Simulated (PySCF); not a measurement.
Compound: (Cl2In-mu-F)2.
Z-matrix (Å and degrees, PBE0-D3(BJ)/def2-SVP geometry), rows numbered from 1:
```
In
Cl  1  2.3048
Cl  1  2.3040  2  130.91
F   1  2.1132  2  109.54  3   139.04
In  4  2.1130  1  104.07  2   106.70
Cl  5  2.3037  4  108.06  1  -105.33
Cl  5  2.3045  4  109.96  1   105.73
F   1  2.1122  2  109.97  3  -139.30
```

Computed, not measured: PySCF, PBE0-D3(BJ)/def2-SVP geometry optimisation, gas phase, def2 core potentials past Kr.

Take the most abundant isotopes and a rigid rotor. The values belong to one conformer.

Question: What are A, B and C (MHz)?

Answer: Ia = 679.46, Ib = 1662.14, Ic = 2213.18 u·Å²; 505379 MHz·u·Å²/I gives A = 743.8, B = 304.1, C = 228.3 MHz.

Question: Classify the top.

Answer: An asymmetric top; Ray's κ = -0.706.

Question: Is it planar, by Δ = Ic − Ia − Ib?

Answer: Not planar: Δ = Ic − Ia − Ib = -128.42 u·Å². For a rigid frame Δ = −2 Σ m c², so Σ m c² = 64.21 u·Å² lies off the ab plane. The atom farthest from that plane is 1.30 Å away.

Question: Give the other two planar moments, Paa and Pbb, and the rms extents of the mass along the axes.

Answer: Paa = Σ m a² = (Ib + Ic − Ia)/2 = 1597.93 and Pbb = Σ m b² = (Ia + Ic − Ib)/2 = 615.25 u·Å². With the mass M = 407.68 u, the rms extents √(P/M) along a, b and c are 1.98, 1.23, 0.40 Å.

Question: Give the coordinates in the principal-axis frame, origin at the centre of mass.

Answer: The sense of each axis is arbitrary; atoms in the order of the calculation.
| atom | mass (u) | a (Å) | b (Å) | c (Å) |
| --- | --- | --- | --- | --- |
| In1 | 114.904 | -1.665 | 0.007 | -0.001 |
| Cl2 | 34.969 | -2.666 | -2.069 | -0.002 |
| Cl3 | 34.969 | -2.578 | 2.123 | 0.005 |
| F4 | 18.998 | 0.001 | -0.011 | 1.300 |
| In5 | 114.904 | 1.667 | -0.007 | 0.001 |
| Cl6 | 34.969 | 2.577 | -2.124 | 0.000 |
| Cl7 | 34.969 | 2.658 | 2.073 | -0.001 |
| F8 | 18.998 | 0.001 | 0.006 | -1.300 |

Question: Where do the levels up to J = 5 lie, in K?

Answer: Above 0(0,0), as E/k:
J = 1: 1(0,1) 0.026, 1(1,1) 0.047, 1(1,0) 0.050
J = 2: 2(0,2) 0.076, 2(1,2) 0.094, 2(1,1) 0.105, 2(2,1) 0.168, 2(2,0) 0.169
J = 3: 3(0,3) 0.151, 3(1,3) 0.165, 3(1,2) 0.187, 3(2,2) 0.245, 3(2,1) 0.247, 3(3,1) 0.360, 3(3,0) 0.360
J = 4: 4(0,4) 0.249, 4(1,4) 0.259, 4(1,3) 0.295, 4(2,3) 0.347, 4(2,2) 0.353, 4(3,2) 0.463, 4(3,1) 0.463, 4(4,1) 0.623, 4(4,0) 0.623
J = 5: 5(0,5) 0.370, 5(1,5) 0.376, 5(1,4) 0.430, 5(2,4) 0.474, 5(2,3) 0.487, 5(3,3) 0.592, 5(3,2) 0.593, 5(4,2) 0.751, 5(4,1) 0.751, 5(5,1) 0.957, 5(5,0) 0.957

The point group D2h allows no dipole (computed: 0.03 D), so a rigid rotor has no electric-dipole lines.

Question: Estimate the classical rotational partition function at 50 K, 100 K and 500 K.

Answer: Point group D2h, symmetry number σ = 4; q = (√π/σ)·√((kT/h)³/(ABC)), k/h = 20836.6 MHz/K: 65600 at 50 K, 185000 at 100 K, 2070000 at 500 K.

No frequency check. These are rigid-rotor constants of the computed structure; measured ground-state constants (B0) also hold zero-point vibration. Quadrupole hyperfine structure (35Cl) is left out.
